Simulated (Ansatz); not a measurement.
`[NH2][In]([OH])[Br]` + HBr → `[OH][In]([Br])[Br]` + NH₃ at 400 K and 1 bar (ligand exchange at the In–N bond).

Isolated molecules relaxed with PBE0-D4/def2-TZVP in Ansatz; ΔE leaves out vibrations. CCSD(T)/CBS is the MP2 limit (def2-TZVPP, def2-QZVPP) plus CCSD(T) − MP2 in def2-TZVPP, frozen cores. This one scheme is used for every species. Elements past krypton have def2 core potentials. For Br, In outer-core shells are correlated without core-valence functions, which leaves a few kJ/mol of doubt a bond. Scalar relativity is left out up to krypton. Each species was taken in one conformer, which may not be the lowest.

```json
{"species": "`[NH2][In]([OH])[Br]`", "CCSD(T)/CBS energy (Eh)": "-2894.90232", "H − E (kJ/mol)": "134.2", "S (J/(mol·K))": "395.4"}
{"species": "HBr", "CCSD(T)/CBS energy (Eh)": "-2573.91920", "H − E (kJ/mol)": "27.6", "S (J/(mol·K))": "207.2"}
{"species": "`[OH][In]([Br])[Br]`", "CCSD(T)/CBS energy (Eh)": "-5412.35748", "H − E (kJ/mol)": "67.5", "S (J/(mol·K))": "400.6"}
{"species": "NH₃", "CCSD(T)/CBS energy (Eh)": "-56.50880", "H − E (kJ/mol)": "104.2", "S (J/(mol·K))": "203.1"}
```

H − E and S are ideal-gas, rigid-rotor, harmonic terms from PBE0-D4/def2-TZVP, for one conformer and one mirror image of each species. 1 Eh = 2625.50 kJ/mol, R = 8.31446 J/(mol·K).

By hand: ΔE, ΔH, ΔS and ΔG.

ΔE = (-5412.35748) + (-56.50880) − (-2894.90232) − (-2573.91920) = -0.04476 Eh = -117.5 kJ/mol. Δ(H − E) = 67.5 + 104.2 − 134.2 − 27.6 = 9.9, so ΔH = -107.6 kJ/mol. ΔS = 400.6 + 203.1 − 395.4 − 207.2 = 1.1 J/(mol·K). ΔG = -107.6 − 400 × (1.1)/1000 = -108.0 kJ/mol.

By hand: the equilibrium constant, and the temperature at which ΔG would vanish if ΔH and ΔS stayed fixed.

log₁₀ K = −ΔG/(RT ln 10) = 14.1. ΔH and −TΔS have one sign here, so there is no such temperature.

The number of gas molecules stays the same, so ΔS is small and ΔH decides. A doubt of 5 kJ/mol in ΔE shifts log₁₀ K by 0.7 here. Other conformers and mirror images would add mixing entropy, several J/(mol·K) or more a flexible species. These are equilibria of isolated gas molecules and say nothing of rates. Largest T1 diagnostic: 0.013 (customary marks: 0.02 for closed shells, 0.045 for open ones).

ΔS is within the doubt of such terms, so its sign, and with it that verdict, could turn.
